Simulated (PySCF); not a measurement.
Gas-phase reaction: c-Si₃H₆ + 6 H + 3 SiO₂ ⇌ 2 (H₂SiO)₃

Method: PySCF energies (xtb for GFN2) plus ideal-gas RRHO corrections (1 bar). † marks an energy on the PBE0/def2-TZVP geometry and frequencies; other levels use their own. 6-31G* has spherical d functions here. Open shells (unrestricted): H (multiplicity 2); the rest are closed-shell singlets. GFN2 has no spin-polarisation term. c-Si₃H₆, (H₂SiO)₃: computed as isolated molecules; such fragments, hydroxides, amides, oligomers or adducts are transient or little studied in the gas. The harmonic model lacks anharmonicity and excited electronic states, which grow with temperature; levels with a mode under 35 cm⁻¹ are left out. Soft modes under 120 cm⁻¹ make the harmonic entropy rough for (H₂SiO)₃.

| level | ΔE electronic, kJ | ΔH°(298 K), kJ | ΔS°(298 K), J/K | ΔG°(1200 K), kJ |
|---|---|---|---|---|
| GFN2-xTB | -3101 | -2987 | -982 | -1777 |
| HF/6-31G* | -3192 | -3049 | -985 | -1813 |
| M06-2X/def2-TZVP† | -3360 | -3230 | -987 | -1997 |
| PBE/def2-SVP | -2958 | -2832 | -971 | -1622 |
| PBE/def2-TZVP† | -2960 | -2829 | -987 | -1597 |
| PBE0/def2-SVP† | -3155 | -3025 | -987 | -1792 |
ΔH° is lowest at M06-2X/def2-TZVP† and highest at PBE/def2-TZVP†. No reference value is set beside these.
